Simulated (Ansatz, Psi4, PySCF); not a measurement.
C₂H₆Ga (SMILES [CH3][Ga+][CH3]), charge +1, singlet, at a GFN2-xTB geometry (such geometries of metal compounds can be far from the true shape). Base run: B3LYP5/STO-3G (PySCF).

Input for PySCF:
```python
from pyscf import gto, scf, dft

mol = gto.Mole()
mol.atom = '''
    Ga    0.003435    0.003371    0.004824
    C     1.585033    0.217159   -1.294474
    H     2.252150   -0.643813   -1.179606
    H     2.117540    1.144111   -1.056772
    H     1.190980    0.257426   -2.315504
    C    -1.595223   -0.227158    1.280162
    H    -2.110104   -1.159334    1.024532
    H    -2.270668    0.625642    1.153597
    H    -1.225239   -0.268524    2.310069
'''
mol.basis = 'sto-3g'
mol.charge = 1
mol.spin = 0
mol.verbose = 4
mol.build()

mf = dft.RKS(mol)
mf.xc = 'b3lyp5'
mf.kernel()
```

The same geometry, method and basis name were run in Ansatz (a first-principles code) and Psi4 and PySCF, at each program's defaults and at the settings that a row names. The base is PySCF at its defaults. Differences at the defaults can come from grids, fitting, cores and function types together.

| code and settings | ΔE vs base (mEh) | basis functions | E (Eh) | SCF cycles |
|---|---|---|---|---|
| PySCF, defaults (exact integrals, its default grid, spherical functions) | 0.000 | 34 | -1980.67305 | 15 |
| Psi4, defaults (density fitting with its default set, its default grid, spherical functions) | -1.998 | 34 | -1980.67505 | 11 |
| Ansatz, defaults (factorised integrals, its default grid, spherical functions) | 0.005 | 34 | -1980.67304 | - |
| PySCF, density fitting with def2-universal-jkfit | -2.042 | 34 | -1980.67509 | 15 |
| PySCF, fine grid | 0.005 | 34 | -1980.67304 | 15 |
| Psi4, exact integrals, spherical functions, fine grid | 0.004 | 34 | -1980.67304 | 17 |
| Ansatz, high accuracy | 0.004 | 34 | -1980.67304 | - |
